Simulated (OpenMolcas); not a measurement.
An OpenMolcas run meant for Eu⁴⁺ (ANO-RCC-VQZP, X2C; inactive shells 1s 2s 2p 3s 3p 3d 4s 4p 4d 5s 5p; intended active space 5 electrons in 7 orbitals (4f)). One step of its input:

```
&CASPT2
Multistate=18 1 2 3 4 5 6 7 8 9 10 11 12 13 14 15 16 17 18
Frozen=34 29
IPEA=0.25
Imaginary=0.1
MaxIter=60
WThr=0.0 0.3 0.05
PrWF=0.5
NoMix
```

Lines from the output:

```
|       MOLCAS_SOURCE = <dir>
  |    MOLCAS_STRUCTURE = 0
  |
   -----------------------------------------------------------------------------------------
++ ---------   Input file   ---------
>>> COPY JOB001 $Project.JobIph
&CASPT2
Multistate=18 1 2 3 4 5 6 7 8 9 10 11 12 13 14 15 16 17 18
Frozen=34 29
IPEA=0.25
Imaginary=0.1
MaxIter=60
WThr=0.0 0.3 0.05
PrWF=0.5
NoMix
-- ----------------------------------
>>> COPY JOB001 a.JobIph
*** symbolic link created: INPORB -> a.RasOrb
--- Start Module: caspt2 at  ---
()()()()()()()()()()()()()()()()()()()()()()()()()()()()()()()()()()()()()()()()()()()()()()()()()()
                                              &CASPT2
                                   only a single process is used
                       available to each process: 2.3 GB of memory, 1 thread
()()()()()()()()()()()()()()()()()()()()()()()()()()()()()()()()()()()()()()()()()()()()()()()()()()
 ###    WARNING: User changed nr of frozen orbitals.                         ###
 ###    ERROR: Too many frozen orbitals!                                     ###
--- Stop Module: caspt2 at  /rc=_RC_INPUT_ERROR_ ---
.####################.
.# User input error #.
.####################.
```

Task: What is wrong with the input?

Result: More orbitals are frozen than there are inactive ones.
